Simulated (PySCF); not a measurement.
H₄Si₂, SMILES [SiH][SiH3] (connectivity only; charge and spin as stated), neutral, multiplicity 1.

The structure is a stationary point at ωB97X-D3(BJ)/def2-TZVP. The isomer is the one that the SMILES or the coordinates give; other isomers of the formula were not compared.

Calculation: PBE/def2-TZVPD (PySCF).

Gas-phase values at a fixed geometry.

| Quantity | Result |
|---|---|
| total energy | -581.01349 hartree |
| point group | Cs |
| highest occupied level | -5.68 eV |
| lowest empty level | -4.26 eV |
| orbital gap | 1.42 eV |
| dipole moment | 0.034 e·Å |
| quadrupole, principal values (traceless, Buckingham form, about the centre of nuclear charge) | -4.01, -0.86, 4.88 D·Å |
| mean static polarisability | 70.3 bohr³ (10.41 Å³) |
| polarisability, principal values | 56.0, 62.1, 92.8 bohr³ |
